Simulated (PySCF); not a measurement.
C₇H₈N₂ (charge +1 and doublet state).
Cartesian coordinates in Å at the GFN2-xTB level; atoms count from 1:
```xyz
17
C7H8N2 angstrom
C      3.342   -0.382   -0.934
C      2.196   -0.334   -0.091
C      1.238   -0.302    0.648
C      0.108   -0.195    1.543
C      0.009    1.183    2.008
N     -0.058    2.262    2.364
C     -1.182   -0.585    0.817
N     -1.951    0.255    0.353
C     -3.154    0.400   -0.314
H      4.148    0.196   -0.476
H      3.119    0.059   -1.906
H      3.688   -1.409   -1.053
H      0.247   -0.857    2.409
H     -1.314   -1.671    0.748
H     -3.778    1.099    0.250
H     -2.961    0.839   -1.296
H     -3.703   -0.545   -0.433
```

The hyperfine couplings belong to this conformer and change with its torsions.

As a line formula: `C[C+]=[C][C@@H](C#N)/C=N/C` [radical] (charge +1).

Level of theory: PySCF 2.14.0, UKS B3LYP, pcH-1 on C H N, non-relativistic, mean-field spin-orbit, GIAO. The structure is a single GFN2-xTB conformer in the gas phase; no vibrational or solvent corrections. Couplings are sensitive to structure, and on GFN2-xTB geometries they can be far from those on DFT ones, by a factor of two or more for some ions and for spin on atoms past the first row. Stability of the SCF solution: not tested.

Question: The isotropic 1H couplings, averaged over equivalent nuclei, are +184.8, +81.2, +22.6, +8.6 MHz. Assign them to H10/H11/H12; H13; H14; H15/H16/H17.

Answer: 
```tsv
site	a_iso (MHz)	ρ(0) (bohr⁻³)	position	distance from N8 (Å)	bound to	spin population there	largest |T| (MHz)
H10/H11/H12	+22.6	+0.0050	6 bonds from N8	5.92	C1	0.00	2.4
H13	+8.6	+0.0019	3 bonds from N8	3.21	C4	+0.04	4.7
H14	+184.8	+0.0413	2 bonds from N8	2.07	C7	-0.09	5.3
H15/H16/H17	+81.2	+0.0182	2 bonds from N8	2.04	C9	0.00	10.0
```

ρ(0) is the spin density at the nucleus and T the dipolar tensor; entries for several nuclei are means. Largest spin populations (Mulliken): N8 (+0.62), C2 (+0.13), C7 (-0.09) and C3 (+0.08). No atom but N8 exceeds +0.15.

Class means assume fast exchange of nuclei equivalent by connectivity; if that motion is slow, each nucleus keeps its own coupling. The three 1H nuclei of mean +81.2 MHz run from 7.2 to 171.8 MHz in the frozen geometry. The three 1H nuclei of mean +22.6 MHz run from 0.0 to 35.8 MHz in the frozen geometry.

C3, the radical centre as drawn in `C[C+]=[C][C@@H](C#N)/C=N/C`, holds a spin population of +0.08 out of 1.
